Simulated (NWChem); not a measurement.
System: HO₂, doublet; SMILES [O]O

Program: NWChem. Pople sets run with spherical d functions. Spin-unrestricted. In the optimisation the excess spin sits in a" (Cs, its own frame). The geometry was optimised at PBE0/def2-SVP, spin-unrestricted. No stability test was run on the SCF state.

For level MPW1K/6-31G*:

```yaml
highest occupied level (eV): -9.22
lowest empty minus highest occupied level, either spin (eV): 7.86
```

Task: How do the values read with level B3PW91/6-31G* instead?

Result: The highest occupied level (eV) is -7.30 and the lowest empty minus highest occupied level, either spin (eV) is 4.43.
